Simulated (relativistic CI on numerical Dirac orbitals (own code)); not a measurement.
Energy levels of F VI

These numbers are calculated, not measured: Dirac-Coulomb-Breit CI, KLI orbitals optimised for each configuration, model QED, valence Slater integrals scaled by 0.85, P86 correlation energy added to each configuration (own radial code, finite nucleus).

CI space (outside the closed core 1s2): 2s2, 2s 2p, 2p2, 2p 3s, 2p 3p, 2s 3s, 2s 3p, 2s 3d, 2s 4s, 2s 4p, 2s 4d, 2s 4f, 3s2, 3s 3p, 3p2. Levels of other configurations are missing.

```tsv
No.	Configuration	Term	J	E (cm⁻¹)	%	Landé g	Lifetime (s)
1	2s2	1S	0	0	95		
2	2s 2p	3P°	0	97540	100		
3	2s 2p	3P°	1	97793	100	1.501	1.21e-04
4	2s 2p	3P°	2	98358	100	1.501	2.52e+01
5	2s 2p	1P°	1	183946	100	1.000	2.98e-10
6	2p2	3P	0	253658	100		3.48e-10
7	2p2	3P	1	253948	100	1.501	3.47e-10
8	2p2	3P	2	254443	100	1.501	3.46e-10
9	2p2	1D	2	277711	99	1.000	1.74e-09
10	2p2	1S	0	336014	95		1.90e-10
11	2s 3s	3S	1	745448	98	2.002	2.89e-11
12	2s 3s	1S	0	760518	97		6.81e-11
13	2s 3p	1P°	1	789131	90	1.013	1.44e-11
14	2s 3p	3P°	0	789642	99		4.09e-09
15	2s 3p	3P°	1	789726	97	1.487	4.65e-10
16	2s 3p	3P°	2	789861	99	1.501	4.05e-09
17	2s 3d	3D	1	810610	99	0.499	7.30e-12
18	2s 3d	3D	2	810628	99	1.167	7.30e-12
19	2s 3d	3D	3	810665	99	1.334	7.31e-12
20	2s 3d	1D	2	825482	98	1.000	1.01e-11
21	2p 3s	3P°	0	871394	99		5.81e-11
22	2p 3s	3P°	1	871689	99	1.500	5.80e-11
23	2p 3s	3P°	2	872328	99	1.501	5.81e-11
24	2p 3s	1P°	1	885308	92	1.000	3.21e-11
25	2p 3p	1P	1	896776	99	0.997	2.89e-11
26	2p 3p	3D	1	901353	98	0.502	4.83e-11
27	2p 3p	3D	2	901704	99	1.167	4.84e-11
28	2p 3p	3D	3	902292	99	1.334	4.84e-11
29	2p 3p	3S	1	908820	97	2.000	3.35e-11
30	2p 3p	3P	0	913825	100		2.58e-11
31	2p 3p	3P	1	914044	100	1.502	2.59e-11
32	2p 3p	3P	2	914384	100	1.500	2.59e-11
33	2p 3p	1D	2	924991	99	1.000	1.78e-11
34	2p 3p	1S	0	940994	90		2.77e-11
35	2s 4s	3S	1	989040	99	2.002	7.86e-11
36	2s 4s	1S	0	998605	93		3.90e-11
37	2s 4p	3P°	0	1004607	100		2.79e-10
38	2s 4p	3P°	1	1004633	100	1.501	2.79e-10
39	2s 4p	3P°	2	1004694	100	1.501	2.81e-10
40	2s 4p	1P°	1	1007855	99	1.000	2.31e-11
41	2s 4d	3D	1	1012405	100	0.499	1.84e-11
42	2s 4d	3D	2	1012411	100	1.167	1.84e-11
43	2s 4d	3D	3	1012422	100	1.334	1.84e-11
44	2s 4d	1D	2	1018193	100	1.000	1.72e-11
45	2s 4f	3F°	2	1020544	100	0.666	4.86e-11
```

Energies count from the lowest computed level; ° marks odd parity; lifetimes are radiative, by E1, M1, E2, M2, E3 decay to levels of this space only; some are left blank where a channel outside the calculation adds to the decay or the decay crosses a small, uncertain gap.

The mean weight of the leading LS term, summed over parents, in these 45 levels is 98 %, and that of the leading jj configuration (from the same eigenvectors) 77 %, so LS coupling describes them better.

At this charge configurations can still be misplaced by up to about 7 % of their energy. 25 of the 33 excited levels that our extract of the measured tables holds in this range could be paired (the sources list more); they are missed by 1588 cm⁻¹ on average and 6361 at most, and levels without a partner can miss by more.
